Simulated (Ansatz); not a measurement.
Conformers of C₃H₈FGaO, SMILES `CC(C)[O][GaH][F]`, each relaxed with PBE0-D4/def2-TZVP in Ansatz. CBS adds the triple-zeta coupled-cluster correction to the MP2 limit.

Outer-core shells of Ga are correlated without core-valence functions. Scalar relativity is left out up to krypton. Spin–orbit coupling is left out.

Not all of them had a frequency check.

Conformer A:

```xyz
14

C     0.918    0.470   -1.137
C     0.764   -0.103    0.259
C     0.186   -1.506    0.241
O     0.002    0.756    1.086
Ga   -1.689    1.197    0.818
F    -2.230    2.278    2.082
H    -0.048    0.498   -1.653
H     1.597   -0.138   -1.740
H     1.317    1.485   -1.091
H     1.757   -0.145    0.725
H     0.070   -1.882    1.259
H    -0.794   -1.514   -0.249
H     0.836   -2.192   -0.307
H    -2.687    0.796   -0.291
```

Conformer B:

Z-matrix (Å, degrees):
```
C
C 1 1.516
H 1 1.094 2 110.4
H 1 1.093 2 110.8 3 119.6
H 1 1.092 2 110.4 3 -120.5
C 2 1.516 1 112.2 3 -58.6
O 2 1.419 1 111.1 3 66.4
H 2 1.098 1 108.6 3 -178.6
H 6 1.094 2 110.4 1 58.6
H 6 1.093 2 110.8 1 -61.0
H 6 1.092 2 110.4 1 179.1
Ga 7 1.765 2 126.0 1 -63.0
F 12 1.761 7 116.2 2 -0.0
H 12 1.540 7 123.8 2 180.0
```

Problem. Which is lowest in electronic energy at CCSD(T)/CBS (frozen core, def2 sets), and by how much? (Best estimate.)

Solution. The calculation gave: B; A lies 8.1 kJ/mol higher.

Problem. Give the energies relative to B (kJ/mol) with r2SCAN-D4/def2-TZVPP, B3LYP-D4/def2-TZVPP, ωB97X-V/def2-TZVPP, B2PLYP/def2-TZVPP, PBE0/def2-TZVPP, B3LYP/def2-TZVPP, CCSD(T)/def2-TZVPP. (Estimate.)

Solution. Ansatz gave: 
```
               level    A
r2SCAN-D4/def2-TZVPP  8.9
 B3LYP-D4/def2-TZVPP  9.4
  ωB97X-V/def2-TZVPP  9.3
   B2PLYP/def2-TZVPP  8.5
     PBE0/def2-TZVPP  7.7
    B3LYP/def2-TZVPP  8.1
  CCSD(T)/def2-TZVPP  8.2
```

B3LYP here is the variant with VWN-RPA as its local correlation; programs differ in this.
